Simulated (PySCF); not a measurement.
A GIAO shielding run with PySCF 2.14.0 with density-fitted response routines (density fitting, non-relativistic, gas phase) on `Cc1c[p-]cc1[SiH3]`, [C₅H₈PSi]-:

```
$ OMP_NUM_THREADS=1 python probes_run.py task.json out

{"job": {"kind": "nmr", "xc": "PBE0", "basis": "pcSseg-1"}, "charge": -1, "multiplicity": 1}
C     -1.027344    -1.514226     0.234229
C     -0.857316    -0.027409     0.128650
C     -1.889476     0.872208     0.231538
P     -1.375715     2.538825     0.062959
C      0.253856     1.987669    -0.148459
C      0.393087     0.601491    -0.092145
Si     1.995060    -0.289492    -0.281628
H     -2.073695    -1.770449     0.406974
H     -0.432455    -1.917759     1.057755
H     -0.697010    -2.011179    -0.681795
H     -2.924011     0.600161     0.400369
H      1.078363     2.669732    -0.308970
H      3.127624     0.629812    -0.498608
H      2.041251    -1.242080    -1.418341
H      2.383367    -1.119314     0.885558
```

Hardware: 1 thread of an Arm Neoverse V2, shared host. The job also computes population analyses, field gradients, ring-centre shieldings.

**Question.** How large is the calculation?

**Answer.** 68 electrons, 173 basis functions and 941 auxiliary functions.

**Question.** How long does it take?

**Answer.** 19 s of wall time, with 14 SCF cycles and 5 response iterations. Times on a shared host scatter by some tens of per cent.
